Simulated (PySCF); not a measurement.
Compound: C4H16FNSi3.
SMILES with atom numbers: `[CH3:1][C:2]([CH3:3])([CH3:4])[SiH2:5][N:6]([SiH3:7])[SiH2:8][F:9]` (hydrogens: H10, H11, H12 on C1; H13, H14, H15 on C3; H16, H17, H18 on C4; H19, H20 on Si5; H21, H22, H23 on Si7; H24, H25 on Si8)

Computed by this run: PBE0-D3(BJ)/def2-SVP geometry optimisation, gas phase in PySCF 2.14.0; density fitting, grid level 1; the optimiser is geomeTRIC in internal coordinates, started from a GFN2-xTB structure.

Step 0: E = -32219.4025 eV
```
atom  x, y, z in Å  |  force x, y, z in eV/Å
C1     -1.3515   -1.4149    0.3539    0.281   0.559   0.088
C2     -1.3061    0.0769    0.0219   -0.269  -0.075  -0.077
C3     -2.5882    0.7389    0.5274    0.608  -0.051  -0.010
C4     -1.2294    0.2447   -1.4966    0.257   0.123   0.592
Si5     0.1997    0.9070    0.8646   -0.341  -0.434  -0.517
N6      1.7082    0.2443    0.2639    0.065  -0.264   0.048
Si7     2.4964    0.8700   -1.1603   -0.257  -0.136   0.387
Si8     2.4020   -1.1762    0.9577   -0.326   0.323   0.078
F9      1.5504   -1.5750    2.2594   -0.548  -0.172   0.654
H10    -1.4182   -1.5706    1.4283   -0.020  -0.178   0.462
H11    -2.2160   -1.8870   -0.1145   -0.324  -0.187  -0.208
H12    -0.4532   -1.9149   -0.0036    0.326  -0.336  -0.158
H13    -2.6804    0.6316    1.6056   -0.151  -0.027   0.510
H14    -2.5906    1.8010    0.2927   -0.121   0.508  -0.089
H15    -3.4637    0.2847    0.0636   -0.378  -0.178  -0.186
H16    -2.0839   -0.2321   -1.9787   -0.316  -0.191  -0.199
H17    -0.3198   -0.2063   -1.8895    0.347  -0.221  -0.281
H18    -1.2293    1.2985   -1.7689   -0.014   0.446  -0.227
H19     0.1583    0.7160    2.3138   -0.121  -0.039   0.561
H20     0.2351    2.3396    0.5478   -0.105   0.547  -0.116
H21     2.4308   -0.1306   -2.2319    0.064  -0.286  -0.512
H22     1.8067    2.0940   -1.5517   -0.221   0.542  -0.261
H23     3.8985    1.1259   -0.8232    0.620   0.153  -0.035
H24     3.7440   -0.9081    1.4484    0.760   0.037   0.006
H25     2.2894   -2.3331    0.0790    0.183  -0.463  -0.510
```

**Question.** Estimate the geometry and energy of step 1. (The exact step hangs on the optimiser's Hessian estimate; all steps are aligned on step 0, rigid shifts and turns removed.)

**Answer.** E = -32219.5725 eV, largest force 0.194 eV/Å
```
atom  x, y, z in Å  |  force x, y, z in eV/Å
C1     -1.3340   -1.4084    0.3823   -0.021  -0.096   0.010
C2     -1.3234    0.0790    0.0300    0.067  -0.016  -0.017
C3     -2.5937    0.7516    0.5497   -0.062   0.040   0.025
C4     -1.2231    0.2500   -1.4860   -0.007   0.003  -0.099
Si5     0.1837    0.9094    0.8361   -0.171   0.012   0.091
N6      1.6959    0.1948    0.2518   -0.015   0.121   0.018
Si7     2.5078    0.8766   -1.1511    0.103  -0.035  -0.132
Si8     2.3748   -1.2225    0.9862    0.064  -0.099  -0.101
F9      1.4353   -1.6322    2.2519    0.094   0.035  -0.101
H10    -1.3947   -1.5778    1.4692    0.016   0.004  -0.017
H11    -2.2039   -1.9060   -0.0853    0.038   0.019   0.024
H12    -0.4307   -1.9242    0.0150   -0.038   0.016  -0.010
H13    -2.7024    0.6456    1.6419    0.018  -0.003  -0.018
H14    -2.6176    1.8283    0.3115    0.004  -0.017   0.005
H15    -3.4866    0.2934    0.0852    0.035   0.027   0.027
H16    -2.0810   -0.2347   -1.9881    0.038   0.023   0.020
H17    -0.3069   -0.2132   -1.8906   -0.028   0.000   0.008
H18    -1.2244    1.3120   -1.7835    0.002  -0.016   0.008
H19     0.0943    0.7770    2.3217    0.054  -0.007  -0.028
H20     0.1828    2.3663    0.4859    0.065  -0.047  -0.032
H21     2.5129   -0.0933   -2.2957   -0.025   0.025   0.051
H22     1.8133    2.1246   -1.5827   -0.021  -0.039   0.067
H23     3.9425    1.1834   -0.8432   -0.058  -0.003   0.038
H24     3.7677   -0.9800    1.4588   -0.069   0.043   0.114
H25     2.4007   -2.3754    0.0380   -0.082   0.010   0.048
```

The energy changes by -0.1700 eV. The first-order estimate −F·Δx gives -0.3925 eV and the mean of the old and new forces, exact on a quadratic surface, -0.1682 eV. The step makes an angle of 63° with the force vector and moves no atom by more than 0.129 Å.

The cost below is that of the whole optimisation. Rough CPU time on one thread of a shared machine: about 30 min.
